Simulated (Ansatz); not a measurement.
Gas-phase electronic energies from Ansatz, PBE0-D4/def2-TZVP geometries. CCSD(T)/CBS is the MP2 limit (def2-TZVPP, def2-QZVPP) plus CCSD(T) − MP2 in def2-TZVPP, frozen cores. This one scheme is used for every species. Functionals use def2-TZVPP. For Ge outer-core shells are correlated without core-valence functions, which leaves a few kJ/mol of doubt a bond. Scalar relativity is left out up to krypton. One conformer a species, not always the lowest.

Consider the cleavage of the Si–B bond: `N[B]([SiH3])[GeH3]` + `O[Si]O[SiH3]` → `[SiH3]O[Si]O[SiH3]` + `N[BH][GeH3]`.

```tsv
level	ΔE (kcal/mol)
r2SCAN-D4	-24.3
PBE0-D4	-21.9
CCSD/def2-TZVPP	-26.3
SCS-MP2/def2-QZVPP	-28.2
```

What does CCSD(T)/CBS give? (Estimate.)

The calculation gave: -25.4 kcal/mol. The listed levels differ from it by 1.1, 3.5, -0.9, -2.8 kcal/mol.

Largest T1 diagnostic among the species: 0.014.

In def2-TZVPP, CCSD(T) changes the Hartree–Fock value by +7.9 kcal/mol (the triples alone add +1.1 kcal/mol) and MP2 by +6.5 kcal/mol. From PBE to PBE0 (25 % exact exchange), in def2-TZVPP and without D4, ΔE moves by −2.1 kcal/mol.
